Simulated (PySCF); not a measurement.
**Br (bromine, neutral): BP86 calculation**

Configuration: [Ar] 3d10 4s2 4p5, 2P determinant. Computed with PySCF 2.14 in cc-pVDZ-PP with ECP10MDF, with a scalar-relativistic core potential.

* Total energy: -416.9576 hartree
* One-electron energy: -729.4986 hartree
* Hartree (Coulomb) energy: 343.8066 hartree
* Exchange-correlation energy: -31.2656 hartree
* ⟨S²⟩: 0.7510
* ⟨L²⟩: 2.007
* Sum of ⟨r⟩: 24.21 bohr
* Sum of ⟨r²⟩: 39.28 bohr²
* Traceless quadrupole moment −½Σ⟨3z² − r²⟩ along its main axis: 2.05 e·bohr²
* Time after the integrals: 0.13 s of wall time on 1 thread of Intel(R) Xeon(R) 6975P-C (shared host)

| shell | electrons | mean orbital energy (hartree) | spread (hartree) | rms radius, mean of both spins (bohr) |
| --- | --- | --- | --- | --- |
| 3s α | 1 | -8.34414 | 0 | 0.594 |
| 3s β | 1 | -8.34095 | 0 | 0.594 |
| 3p α | 3 | -6.35699 | 0.02298 | 0.613 |
| 3p β | 3 | -6.35362 | 0.01750 | 0.613 |
| 3d α | 5 | -2.49787 | 0.02256 | 0.647 |
| 3d β | 5 | -2.49339 | 0.01531 | 0.647 |
| 4s α | 1 | -0.75293 | 0 | 1.79 |
| 4s β | 1 | -0.72107 | 0 | 1.79 |
| 4p α | 3 | -0.29944 | 0.04806 | 2.27 |
| 4p β | 2 | -0.27033 | 0 | 2.27 |

Energies and moments cover only the electrons outside the core potential.
